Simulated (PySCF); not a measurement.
# Structure elucidation problem

Molecular formula: C3H11NO2Si2. Simulated spectra:

1H NMR (500 MHz, computed): δ 5.04 (s, 3H), 4.37 (q, 1H), 4.12 (br, 1H), 3.92 (d, 3H), 3.23 (d, 3H).

13C{1H} NMR (computed): δ 178.0 (C), 65.1 (CH), 26.6 (CH3).

[PySCF: σ from GIAO-PBE0/pcSseg-1; coordinates at the GFN2-xTB level; rapidly exchanging positions averaged; single conformer; isolated molecule; non-relativistic]

Chemical shifts δ = σref − σ; 1H, 13C against TMS, all at this level.

Propose a structure and justify it.

Answers


1. The formula gives 1 degree of unsaturation (no ring in the answer).
2. 3 carbon signals for 3 carbons: no two carbons are equivalent.
3. Carbon types of the structure: 1 × C, 1 × CH, 1 × CH3, leaving 7 H on heteroatoms.
4. δC 178.0: amide carbonyl carbon; lone-pair donation from the attached heteroatom keeps it upfield of a ketone carbonyl.
5. δC 65.1: sp3 CH bonded to O and Si, α to a carbonyl; pulled downfield by the heteroatom.
6. δC 26.6: methyl carbon bonded to N; pulled downfield by the heteroatom.
7. δH 5.04: hydrogen on a silicon bonded to O.
8. δH 4.37: hydrogen on an sp3 CH bonded to O and Si, α to a carbonyl; its carbon carries O, which withdraws density.
9. δH 4.12: hydrogen on an amide-type nitrogen; exchangeable, gas-phase position.
10. δH 3.23: hydrogen on a methyl carbon bonded to N; its carbon carries N, an electronegative neighbour.

The compound is `O=C(NC)[C@H]([SiH3])O[SiH3]`.

The data come from this structure; uniqueness wasn't tested.

Exchangeable OH/NH protons stand at their gas-phase positions; hydrogen bonding in a real sample shifts them, mostly to higher δ. Amide-type NH protons are broadened by 14N but still split neighbouring CH signals. Shifts are as computed. Against solution values, carbons near 30 ppm lie about +3 ppm off and those near 130 ppm about +5 ppm. Of 1309 compounds with measured shifts, 239 miss one by over three times the rms of a fit or turn the order of signals round; such compounds aren't used in these exercises. Hydrogen bonding in solution deshields acid and N–H amide carbonyl carbons by as much as 10 ppm beyond these values. No couplings were computed; multiplicities are counted from neighbouring protons, with m where these are inequivalent, close in shift, in a saturated or five-membered ring or joined by F or P, and br s for small geminal =CH2 splittings.
